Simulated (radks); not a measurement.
Valence configurations of W I (all share [Xe]). All-electron calculation, Dirac Kohn-Sham, PBEsol, spin-unpolarised, spherical densities, point nucleus; open shells fill j = l - 1/2 first. Program: a radial shooting solver on a logarithmic mesh with Libxc functionals. Energies are relative to 4f14 5d4 6s2; eigenvalues in eV.

| valence | E (eV) | e(4f5/2) | e(4f7/2) | e(5d3/2) | e(5d5/2) | e(6p1/2) |
|---|---|---|---|---|---|---|
| 4f14 5d4 6s2 | 0.000 | -33.816 | -31.578 | -4.679 | - | - |
| 4f14 5d3 6s2 6p1 | 3.850 | -37.652 | -35.413 | -7.358 | - | -2.654 |
| 4f14 5d6 | 4.361 | -30.538 | -28.301 | -2.679 | -2.080 | - |
| 4f14 5d4 6p2 | 8.315 | -36.346 | -34.108 | -6.879 | - | -2.878 |
| 4f14 5d2 6s2 6p2 | 9.462 | -41.727 | -39.485 | -10.101 | - | -3.559 |
| 4f14 5d1 6s2 6p3 | 17.946 | -46.429 | -44.185 | -13.280 | - | -4.631 |
| 4f13 5d6 6s1 | 32.713 | -40.745 | -38.416 | -4.430 | -3.653 | - |
| 4f13 5d4 6s2 6p1 | 35.728 | -46.757 | -44.426 | -8.641 | - | -2.684 |
| 4f12 5d6 6s2 | 71.324 | -52.445 | -50.022 | -6.967 | -5.998 | - |
| 4f12 5d4 6s2 6p2 | 83.855 | -60.774 | -58.348 | -13.024 | - | -3.671 |

NIST lists [Xe] 4f14 5d4 6s2 as the ground configuration; this level of theory agrees among the configurations tried. The energies are those of spherical spin-averaged densities, not of single terms.
